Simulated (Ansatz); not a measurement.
B₄O₁₀H₈, a hydroxylated oxide cluster. The state is a singlet with charge 0. Geometry PBE-D4/def2-SVP, basis def2-TZVP, Ansatz.

Cartesian coordinates in Å:
```
B -0.8547 0.3985 0.7759
B 0.2085 -0.9500 -1.0893
B -2.1441 -1.7022 -1.3951
B 2.8817 1.3469 0.9080
O -2.8787 -2.8549 -1.2436
O -2.6708 -0.4388 -1.6021
O -1.6063 -0.6311 1.2855
O -0.7864 1.6851 1.2990
O 1.4608 -1.1397 -1.5728
O -0.0328 0.1907 -0.2963
O -0.7786 -1.8462 -1.3886
O 4.1984 1.1348 1.2309
O 2.4928 1.2186 -0.4291
O 2.0256 1.6736 1.9265
H -3.8389 -2.7218 -1.2916
H -3.6418 -0.4133 -1.6081
H -2.1014 -0.4240 2.0944
H -1.3387 1.8457 2.0818
H 2.0737 -0.4358 -1.2496
H 4.7095 0.9088 0.4350
H 1.5165 1.3001 -0.5126
H 1.1057 1.8548 1.6417
```

```csv
run,HOMO (eV),LUMO (eV)
A,-7.12,-1.29
B,-13.38,2.09
C,-7.60,-0.72
D,-7.20,-1.40
E,-8.94,-0.55
```

In the singlet geometry the species has come apart into loosely held pieces.

Task: The runs used HF, PBE, PBE0, r2SCAN, revPBE. Estimate which is which.

Result: A revPBE (0 % exact exchange); B HF (100 % exact exchange); C r2SCAN (0 % exact exchange); D PBE (0 % exact exchange); E PBE0 (25 % exact exchange). Exact exchange lowers occupied and raises empty levels; among semilocal functionals meta-GGAs tend to open the gap a little, and such runs are hard to tell apart. The gap grows from 5.79 eV (PBE) to 15.47 eV (HF).
